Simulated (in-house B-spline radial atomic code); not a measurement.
## RPA and G0W0 on LDA VWN5: F VI (F5+)

Configuration [He] 2s2, mean-field start LDA VWN5. Computed with an all-electron radial atomic-structure program (B-spline basis): all electrons, non-relativistic, point nucleus, each spin shell either full or empty, empty states to l = 9 with an (l + 1/2)⁻⁴ tail; G0W0 by contour deformation at full frequency.

Command:
```bash
python run_gw.py task.json out
```
Settings (radii: box in bohr, nucleus in fm):
```
Z                        9
electrons                4
configuration            [He] 2s2
hamiltonian              nr
method                   lda,vwn
lmax                     9
spin_polarised           False
box_radius               10.43
intervals                45
ion_configuration        [He] 2s1
```

Time taken, with all properties: 0.5 s on 1 thread of AMD EPYC 9R45 96-Core Processor (Zen 5) (shared host).

Energies (hartree):

| term | value |
| --- | --- |
| mean-field total | -87.40052 |
| Hartree-Fock functional on these orbitals | -87.92943 |
| direct second order | -0.42498 |
| second-order exchange | 0.20916 |
| SOSEX correction | 0.14531 |

**Question.** What is the RPA correlation energy, and what remains with SOSEX?

**Answer.** RPA gives -0.29591 hartree (-2.01 eV per electron); RPA + SOSEX gives -0.1506, and the second-order doubles -0.21582 hartree (no singles). SOSEX takes back 49 % of the RPA value.

Quasi-particle levels (eV):

| level | occupied | mean field | Σx - vxc | Σc | QP weight | G0W0 |
| --- | --- | --- | --- | --- | --- | --- |
| 2s | yes | -143.42 | -10.81 | ? | ? | ? |
| 1s | yes | -811.96 | -60.91 | 7.89 | 0.873 | -864.98 |
| 2p | no | -128.22 | 15.08 | -1.70 | 0.967 | -114.85 |

G0W0 = mean field + (Σx - vxc) + Σc, with Σc (partial-wave tail included) taken at the quasi-particle energy.

**Question.** Where does G0W0 put 2s?

**Answer.** At -157.15 eV, with Σc = -2.92 eV and a quasi-particle weight of 0.945. The tabulated removal energy is 157.163 eV (NIST, measured).

**Question.** What does it cost to remove one electron (to [He] 2s1) by differences of total energies, each species on its own start (correlation terms add to the Hartree-Fock functional)?

**Answer.** LDA VWN5 155.01 eV, Hartree-Fock functional 153.84 eV, + RPA 157.44 eV, + RPA + SOSEX 156.57 eV, + second order 158.29 eV. Tabulated: 157.163 eV (NIST, measured).
